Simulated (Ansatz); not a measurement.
Species: H6BSi2, SMILES `[SiH3][B][SiH3]` (charge 0, multiplicity 2), formula H6BSi2.

Problem. How many basis functions does frozen-core CCSD(T)/cc-pVTZ // PBE-D3(BJ)/def2-TZVP run with Ansatz (a program for electronic structure) use, how many core orbitals are frozen, and how many electrons are correlated?

Solution. 182 basis functions and 11 frozen orbitals, which leaves 17 correlated electrons. Core time is of the order of minutes.
